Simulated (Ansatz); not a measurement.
```yaml
crystal:
  periodic: [false, false, false]
  atoms:
    - {symbol: Ge, position_ang: [0.599525, -0.842769, 0.431822]}
    - {symbol: H, position_ang: [0.536515, -0.991453, 2.344046]}
    - {symbol: H, position_ang: [2.392299, -0.997581, -0.234967]}
    - {symbol: C, position_ang: [-0.593260, 1.080165, -0.428930]}
    - {symbol: H, position_ang: [-0.023472, 2.235988, 0.020001]}
    - {symbol: H, position_ang: [-1.891090, 1.040148, -0.014817]}
    - {symbol: H, position_ang: [-0.561420, 1.074141, -1.791363]}
    - {symbol: F, position_ang: [-0.459097, -2.598627, -0.325792]}
basis:
  gaussian: {orbitals: cc-pVDZ}
total_charge: 1
magnetization: {spin_polarized: true, initial_magnetization: 1}
hamiltonian: {xc: {name: wPBEh}}
scf: {omitted_lower_state_checks: [starts]}
output: {forces: true}
```

```sh
$ ansatz run in.yaml --threads 4 --pin off --events-out ev --progress --plain --max-ram 3916MiB
```

Shortened log:

```
Functional definition: wPBEh
811 factors; integrals over basis functions are off by at most 1.4e-3 eV
75 factors; integrals over basis functions are off by at most 6.6e-7 eV
mean field evaluation 1: about -60306.1025 eV, gradient 6.4e1 eV
mean field evaluation 2: about -60005.4266 eV, gradient 1.5e2 eV
mean field evaluation 4: about -60319.4449 eV, gradient 2.9e1 eV
mean field evaluation 8: about -60326.2364 eV, gradient 2.7e0 eV
mean field evaluation 16: about -60326.4309 eV, gradient 2.2e-1 eV
mean field evaluation 32: about -60326.4315 eV, gradient 1.8e-4 eV
mean field -60326.43145405 eV, -2216.9554652126 hartree, gradient 8.1e-7 eV, S^2 0.770828; 0 other end points of the search recorded, 0 dependent functions left out
reference -60326.43148886 eV, -2216.9554664918 hartree; 26, 25 occupied and 54, 55 virtual orbitals, 811 factors
Total energy: -60326.43148886 eV, -2216.9554664918 hartree
Atom 0 at     0.599525    -0.842769     0.431822 Å, force     0.502528    -2.739522     0.366701 eV/Å
Atom 1 at     0.536515    -0.991453     2.344046 Å, force    -0.255511     0.304390    -2.794585 eV/Å
Atom 2 at     2.392299    -0.997581    -0.234967 Å, force    -2.731237     0.312711     0.645659 eV/Å
Atom 3 at    -0.593260     1.080165    -0.428930 Å, force    -2.562583     3.629552    -1.836547 eV/Å
Atom 4 at    -0.023472     2.235988     0.020001 Å, force    -1.331305    -4.067292    -1.075251 eV/Å
Atom 5 at    -1.891090     1.040148    -0.014817 Å, force     4.292489    -0.396272    -1.044399 eV/Å
Atom 6 at    -0.561420     1.074141    -1.791363 Å, force     0.217863    -0.504227     4.402497 eV/Å
Atom 7 at    -0.459097    -2.598627    -0.325792 Å, force     1.867756     3.460660     1.335925 eV/Å
Dipole moment:     0.147962     1.160438     0.104937 e Å
Checks for a lower state left out: starts
```

Run time 4.7 s (4 threads of Arm Neoverse V1 on a shared host).

The dipole of an ion depends on the origin.
